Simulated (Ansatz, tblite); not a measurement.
Isomers of Na$_{4}$H$_{5}$⁻ (singlet), found by a short tight-binding search and relaxed with PBE-D4/def2-SVPD in Ansatz.

The xTB rows come from tblite. Correlated methods freeze 4 core orbitals; core or outer-core shells of Na are correlated, in sets that lack core-valence functions.

Run but left out: HF/def2-TZVPD (B: restricted singlet, unstable towards broken spin symmetry); PBE-QIDH/def2-TZVPD (B: restricted singlet, unstable in another Hartree–Fock run and untested here).

B: The restricted singlet is unstable towards broken spin symmetry in Hartree–Fock (as tested in another run); at PBE-D4/def2-TZVPD, BLYP-D4/def2-TZVPD, r2SCAN-D4/def2-TZVPD, PBE0-D4/def2-TZVPD this wasn't settled. At PBE-D4/def2-TZVPD, BLYP-D4/def2-TZVPD, r2SCAN-D4/def2-TZVPD, PBE0-D4/def2-TZVPD the highest occupied level of the charge -1 singlet lies above zero (up to 0.81 eV). The electron is either unbound and held by the finite basis, or the level is raised by self-interaction error. At CCSD(T)/def2-TZVPD the restricted singlet (for correlated methods, its reference) is unstable: a solution with broken spin symmetry lies lower.

Other spin states were run for one of them alone.

A:

```xyz
9

Na    1.459    0.408    1.610
Na    1.261    1.122   -1.426
Na   -1.400   -0.499   -1.634
Na   -1.194   -1.225    1.397
H     0.442   -0.697   -0.197
H    -2.754   -1.372   -0.143
H     2.468    1.819    0.269
H    -0.340    0.932   -2.917
H     0.058   -0.487    3.041
```

B:

Cartesian coordinates in Å:
```
Na 1.618 0.779 -1.894
Na -2.231 0.561 0.825
Na 1.134 0.357 1.318
Na -1.806 1.031 -2.369
H -3.453 0.855 -0.805
H 2.750 0.377 0.036
H 1.052 -2.360 0.409
H 1.661 -1.911 0.235
H -0.725 0.312 2.245
```

**Question.** Estimate their order by electronic energy at PBE0-D4/def2-TZVPD, counted from the lowest.

**Answer.** A (0.0) < B (17.8), in kcal/mol.

**Question.** Do the other levels pick the same lowest one?

**Answer.** All that were run do. Energies above each level's lowest (kcal/mol):

| level | A | B |
| --- | --- | --- |
| GFN1-xTB | 0.0 | 71.1 |
| GFN2-xTB | 0.0 | 77.3 |
| PBE-D4/def2-TZVPD | 0.0 | 16.3 |
| BLYP-D4/def2-TZVPD | 0.0 | 21.6 |
| r2SCAN-D4/def2-TZVPD | 0.0 | 21.6 |
| PBE0-D4/def2-TZVPD | 0.0 | 17.8 |
| MP2/def2-TZVPD | 0.0 | 18.4 |
| CCSD/def2-TZVPD | 0.0 | 18.5 |
| CCSD(T)/def2-TZVPD | 0.0 | 17.6 |
Point groups (tolerance 0.1 Å): A C4v, B not assigned. Lower isomers may exist.
